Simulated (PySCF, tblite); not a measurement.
Isomers of C6H16N2Si. Calculated harmonic vibrations of the isolated species, GFN2-xTB (tblite), most abundant isotopes, no scaling. Against measured fundamentals such values can be off by several per cent, at times by over 20. Modes of hydrogen on silicon can be 10 to 20 % off. One conformer each.

Electronic energies: PBE0/pcSseg-1 single points on the GFN2-xTB geometries (PySCF, gas phase).

```
             SMILES  electronic energy, lowest = 0 (kcal/mol)
CN(NC1CC1)[SiH](C)C                                      26.7
CN(N[SiH](C)C)C1CC1                                      19.3
  C[SiH](C)NN1CCCC1                                       0.0
C=CCN(CC)N(C)[SiH3]                                      44.7
CNN(C1CC1)[SiH](C)C                                      22.8
 CCN([SiH3])N1CCCC1                                      25.5
```

**Question.** How do GFN2-xTB zero-point energies change the relative energies?

**Answer.** 
```
             SMILES  ZPE (kcal/mol)  of it from modes above 1550 cm⁻¹  electronic (kcal/mol)  with ZPE, lowest = 0 (kcal/mol)  lowest mode (cm⁻¹)  rings
  C[SiH](C)NN1CCCC1           134.9                              68.1                    0.0                              0.0                  35      1
CN(N[SiH](C)C)C1CC1           132.7                              68.4                   19.3                             17.2                  24      1
CNN(C1CC1)[SiH](C)C           133.4                              68.5                   22.8                             21.2                  29      1
 CCN([SiH3])N1CCCC1           132.9                              64.9                   25.5                             23.6                  33      1
CN(NC1CC1)[SiH](C)C           133.3                              68.8                   26.7                             25.1                  32      1
C=CCN(CC)N(C)[SiH3]           130.2                              67.5                   44.7                             40.0                  52      0
```

The zero-point energies span 4.7 kcal/mol, from `C=CCN(CC)N(C)[SiH3]` to `C[SiH](C)NN1CCCC1`. The order is unchanged.

**Question.** And how do the electronic energies of GFN2-xTB itself compare?

**Answer.** `C[SiH](C)NN1CCCC1` 15.0; `CN(N[SiH](C)C)C1CC1` 38.0; `CNN(C1CC1)[SiH](C)C` 39.1; `CCN([SiH3])N1CCCC1` 0.0; `CN(NC1CC1)[SiH](C)C` 40.3; `C=CCN(CC)N(C)[SiH3]` 30.3 kcal/mol, lowest = 0. Against the energies above, taken from the same isomer `C[SiH](C)NN1CCCC1`, the largest difference is 40.5 kcal/mol.

**Question.** What do entropy and thermal enthalpy add at 298.15 K and 1 bar (rigid rotor, harmonic oscillator, one conformer each)?

**Answer.** 
```tsv
SMILES	point group	symmetry number	S (cal/(mol K))	H − H(0) (kcal/mol)	ZPE + H − H(0) − TS (kcal/mol)
C[SiH](C)NN1CCCC1	C1	1	111.7	8.33	109.9
CNN(C1CC1)[SiH](C)C	C1	1	112.9	8.77	108.5
CCN([SiH3])N1CCCC1	C1	1	106.8	7.83	108.9
CN(NC1CC1)[SiH](C)C	C1	1	114.2	8.88	108.1
C=CCN(CC)N(C)[SiH3]	C1	1	111.3	8.72	105.7
```

Not tabulated: `CN(N[SiH](C)C)C1CC1` (lowest mode only 24 cm⁻¹).
